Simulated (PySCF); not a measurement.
Worked example: oscillator strength and radiative lifetime

C12H8, SMILES c1ccc2c(c1)-c1ccccc1-2.

Geometry: B3LYP-D3(BJ)/def2-SVP.

TDA-LC-ωPBE/def2-SVP run with PySCF puts the first singlet state with f over 0.02 at 4.53 eV (vertical), with the transition dipole (0.000, 0.000, -1.038) in atomic units.

Problem. Find the oscillator strength, the wavelength and the radiative lifetime that this transition would have in vacuum if emission retraced absorption.

Solution. 
|μ|² = 1.0774 au, so |μ| = 2.64 D. ΔE = 4.53/27.211 = 0.1665 hartree. f = (2/3) ΔE |μ|² = 0.120 (the program prints 0.120).
λ = 1239.84/4.53 = 274 nm; ν = 36537 cm⁻¹.
Einstein's coefficient A = 0.6670 ν² f s⁻¹ (ν in cm⁻¹) = 1.1e8 s⁻¹, so τ = 1/A = 9.4 ns. This state is S2; the lower singlet has f = 0.000. The figure is the radiative limit of this one transition; relaxation, internal conversion, crossing to triplets and a medium change what is measured.
